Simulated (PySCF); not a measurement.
## How methods differ on the interval between two levels of Te⁺

Te⁺ [Kr] 4d10 5s2 5p3 [4S3/2, M_J = 3/2] → Te⁺ [Kr] 4d10 5s1 5p3 6s1 [6S5/2, M_J = 5/2], as a difference of total energies. All numbers are calculated (PySCF 2.14, the two-component X2C-1e Hamiltonian, in x2c-TZVPall-2c with one added diffuse shell each of s, p, d, f type (9s10p6d3f, 90 functions)). Correlated levels: [Ar] 3d10 frozen; the 6 highest virtual spinors dropped. "Screened" scales the spin-orbit matrix elements by Boettger's factors to mimic the two-electron term; Breit and QED terms are absent.

```tsv
method	interval between two levels (cm⁻¹)
GHF (spin-free)	124550
GMP2 (spin-free)	139660
GHF (screened spin-orbit)	124820
GMP2 (screened spin-orbit)	139870
```

The labels give the starting determinants; with spin-orbit coupling the two ends relaxed to ⟨J²⟩ = 3.75, ⟨L²⟩ = 0.10, ⟨S²⟩ = 3.66 and ⟨J²⟩ = 8.75, ⟨L²⟩ = 0.05, ⟨S²⟩ = 8.71.

The promoted electron is Rydberg-like, and one or two diffuse shells describe it only roughly, which tends to raise the upper state.
